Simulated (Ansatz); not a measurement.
Consider the formal loss of a carbene: `CBCCO` → `[CH2]` (triplet) + `CBCO`.

Calculated with Ansatz (gas phase, PBE0-D4/def2-TZVP geometries, no zero-point term in ΔE). CCSD(T)/CBS adds triple-zeta CCSD(T) − MP2 to the extrapolated MP2 energy (def2 sets, frozen cores). This one scheme is used for every species. Functionals use def2-TZVPP. B3LYP here is the variant with VWN-RPA as its local correlation; programs differ in this. Triplets are unrestricted, without spin–orbit coupling. Each species was taken in one conformer, which may not be the lowest.

```
             level  ΔE (eV)  difference from CCSD(T)/CBS
       LDA (SPW92)     5.35                         0.72
           BLYP-D4     4.50                        -0.13
         r2SCAN-D4     4.37                        -0.26
          B3LYP-D4     4.51                        -0.12
        r2SCANh-D4     4.36                        -0.27
        r2SCAN0-D4     4.34                        -0.29
      CAM-B3LYP-D4     4.57                        -0.06
           ωB97X-V     4.73                         0.10
            r2SCAN     4.35                        -0.28
RPA@PBE/def2-TZVPP     4.46                        -0.17
  CCSD(T)/def2-SVP     4.49                        -0.14
     HF/def2-TZVPP     3.10                        -1.53
    MP2/def2-TZVPP     4.66                         0.03
   CCSD/def2-TZVPP     4.41                        -0.22
SCS-MP2/def2-QZVPP     4.74                         0.11
    CCSD/CBS(def2)     4.51                        -0.12
       CCSD(T)/CBS     4.63                            0
```

(1) What do rigid-rotor, harmonic-oscillator terms from PBE0-D4/def2-TZVP frequencies (298.15 K, 1 bar) make of the CCSD(T)/CBS value? (An estimate is asked.)

Largest T1 diagnostic among the species: 0.011.

Answers

(1) Computed: ΔZPE = -0.32 eV, ΔH = +4.38 eV, ΔS = 168 J/(mol·K), ΔG = +3.86 eV. Open shells count their whole term as degenerate.

In def2-TZVPP, CCSD(T) changes the Hartree–Fock value by +1.42 eV (the triples alone add +0.12 eV) and MP2 by +1.56 eV. From PBE to PBE0 (25 % exact exchange), in def2-TZVPP and without D4, ΔE moves by −0.06 eV.
